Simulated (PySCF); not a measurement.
ZrI3, SMILES [I][Zr]([I])[I] (connectivity only; charge and spin as stated), neutral, multiplicity 2.

Coordinates come from a B3LYP-D3(BJ)/def2-SVP optimisation. The multiplicity is an assumed one; no other spin state was optimised. The isomer is the one that the SMILES or the coordinates give; other isomers of the formula were not compared. The def2 effective core potentials stand for the cores of I, Zr; spin–orbit coupling is left out.

Level of theory: PySCF with CAM-B3LYP/def2-TZVP.

| Quantity | Value |
|---|---|
| total energy | -940.32795 hartree |
| point group | D3h |
| α spin, highest occupied and lowest empty level | -7.70 and -1.84 eV |
| β spin, highest occupied and lowest empty level | -9.08 and -1.67 eV |
| dipole moment | 0.000 e·Å |
| quadrupole, principal values (traceless, Buckingham form, about the centre of nuclear charge) | -1.78, -1.78, 3.57 D·Å |
| mean static polarisability | 146.7 bohr³ (21.74 Å³) |
| polarisability, principal values | 105.0, 167.6, 167.6 bohr³ |
| ⟨S²⟩ | 0.753 (pure state 0.75) |
